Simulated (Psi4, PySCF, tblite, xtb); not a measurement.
Two rigid molecules brought together: CH2O ··· O2S (SMILES C=O and O=S=O), singlet. Monomers: optimised at B3LYP-D3(BJ) (def2-TZVP), held rigid. Orientation: a higher rigid-body minimum at GFN2-xTB. R is the distance of the centres of mass, along which the second monomer moves.

Geometry at R = 2.63 Å (first 4 atoms: monomer A):
```
7

C     -0.0058     0.0011    -0.0001
O      1.1710    -0.2278     0.0088
H     -0.7618    -0.8081    -0.0056
H     -0.4034     1.0348    -0.0031
O      2.9903     1.0915     1.8033
S      2.1023     1.7435     0.8782
O      0.8702     2.2982     1.3719
```

Computed with: RMP2/3-21G = restricted MP2 (frozen core)/3-21G, no counterpoise correction (PySCF 2.14.0); GFN1-xTB (xtb); GFN2-xTB (tblite); SAPT0/jun-cc-pVDZ, frozen core (Psi4).

Interaction energies in kJ/mol; the last columns give the difference from SAPT0:

| R / Å | RMP2/3-21G | GFN1-xTB | GFN2-xTB | SAPT0/jun-cc-pVDZ | RMP2/3-21G − SAPT0/jun-cc-pVDZ | GFN1-xTB − SAPT0/jun-cc-pVDZ | GFN2-xTB − SAPT0/jun-cc-pVDZ |
|---|---|---|---|---|---|---|---|
| 2.42 | 65.94 | -48.86 | -24.54 | 20.17 | 45.78 | -69.03 | -44.71 |
| 2.63 | 12.07 | -47.97 | -38.29 | -5.10 | 17.17 | -42.88 | -33.19 |
| 2.84 | -12.48 | -36.48 | -36.97 | -16.42 | 3.94 | -20.06 | -20.55 |
| 3.06 | -21.15 | -24.38 | -30.29 | -19.85 | -1.30 | -4.53 | -10.44 |
| 3.37 | -19.69 | -13.37 | -21.10 | -18.24 | -1.45 | 4.87 | -2.87 |
| 3.66 | -13.87 | -8.48 | -15.32 | -14.82 | 0.96 | 6.34 | -0.49 |
| 4.10 | -6.73 | -5.40 | -10.20 | -10.14 | 3.40 | 4.73 | -0.07 |
| 4.84 | -2.51 | -3.10 | -5.65 | -5.42 | 2.91 | 2.32 | -0.23 |
| 5.80 | -1.22 | -1.60 | -2.85 | -2.72 | 1.49 | 1.12 | -0.14 |
| 7.10 | -0.59 | -0.75 | -1.34 | -1.29 | 0.69 | 0.53 | -0.05 |

RMP2/3-21G is furthest from SAPT0/jun-cc-pVDZ at 2.42 (45.78 kJ/mol, above); its mean absolute difference over the points is 7.91 kJ/mol.

GFN1-xTB is furthest from SAPT0/jun-cc-pVDZ at 2.42 (-69.03 kJ/mol, below); its mean absolute difference over the points is 15.64 kJ/mol.

GFN2-xTB is furthest from SAPT0/jun-cc-pVDZ at 2.42 (-44.71 kJ/mol, below); its mean absolute difference over the points is 11.27 kJ/mol.
